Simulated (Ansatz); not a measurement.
MOCl3 with several metals: PBE0-D4/def2-SVP single points in Ansatz on relaxed structures, gas phase. Core potentials for Nb, Ta, no spin–orbit coupling. Binding counts from free atoms in the multiplicity of their measured ground term, without zero-point energy. The structures are stationary points that may keep the symmetry of their start. Remarks come from the PBE and PBE0 runs and from stability tests at other levels; not every state was tested.

| species | atoms | state | geometry | HOMO (eV) | LUMO (eV) | gap (eV) | binding per atom (eV) | point group (within 0.1 Å) | remarks |
| --- | --- | --- | --- | --- | --- | --- | --- | --- | --- |
| VOCl3 (VCl3O) | 5 | singlet | PBE0-D4/def2-SVP | -9.60 | -4.44 | 5.17 | 3.65 | C3v | restricted SCF unstable in HF |
| TaOCl3 (TaCl3O) | 5 | singlet | PBE-D4/def2-SVP | -9.79 | -2.90 | 6.89 | 4.50 | C3v | – |

Q: Estimate the rows for NbOCl3 (NbCl3O) (singlet, PBE-D4/def2-SVP geometry).

A: 
```
        species  atoms    state         geometry  HOMO (eV)  LUMO (eV)  gap (eV)  binding per atom (eV)  point group (within 0.1 Å)
NbOCl3 (NbCl3O)      5  singlet  PBE-D4/def2-SVP      -9.83      -3.44      6.39                   4.31                         C3v
```

The gap (eV) runs from 5.17 (VOCl3) to 6.89 (TaOCl3).
